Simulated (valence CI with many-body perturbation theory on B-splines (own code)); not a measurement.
The numbers below are computed, except where a source is named.
## Cu8+ in three bases

Method: configuration interaction combined with many-body perturbation theory (CI+MBPT): three valence electrons over a frozen Dirac-Fock core [Ar], a basis of 7 s, 7 p, 8 d, 6 f, 4 g, 1 h functions for each j, with the one-electron correlation potential Σ1 (screened to all orders), the two-electron term Σ2, the three-electron term Σ3, Breit, model QED; selected single and double excitations, second order for the rest, scaled by the run's own slope (own B-spline code, finite nucleus).

No measured spectrum was set against this ion. As an estimate, terms of the open shell hold to 2 to 4 % of their energy, and close levels can change places; different configurations can be misplaced against each other by 1,000 to 8,000 cm⁻¹. The list stops below the first excitations out of the core. Only levels of the ground parity were solved; by the run's estimate the other parity begins above the list, which can be wrong where configurations are misplaced.

The reference run has the lowest level 3d³ ⁴F_3/2 and an ionisation energy of 198.355 eV. Its largest variational space holds 5674 state functions.

Names give the largest LS component (configuration and term), which can be under half, so a name can repeat, a term be missing and a line seem to break the LS rules; names also repeat where a configuration has a term twice. Letters in brackets count levels of one name in rising energy.

Changed runs:
A. basis 6 s, 6 p, 5 d, 5 f, 1 g
B. basis 5 s, 5 p, 4 d, 4 f

Excitation energies of the reference run in cm⁻¹, and shifts in cm⁻¹:

```
                 Level  Reference       A       B
            3d³ ⁴F_5/2       1241    -2.8    -3.8
            3d³ ⁴F_7/2       2833    -4.7    -5.8
            3d³ ⁴F_9/2       4679    -4.3    -3.5
            3d³ ⁴P_1/2      26319    +181    +372
            3d³ ⁴P_3/2      26590    +195    +399
            3d³ ²G_7/2      28329    +292    +664
            3d³ ⁴P_5/2      28393    +173    +358
            3d³ ²G_9/2      29744    +290    +670
        3d³ ²D_3/2 [a]      36380    +453    +885
            3d³ ²P_1/2      37297    +488   +1027
            3d³ ²H_9/2      39020    +299    +829
           3d³ ²H_11/2      39854    +300    +840
Ionisation energy (eV)    198.355  -0.051  -0.064
```
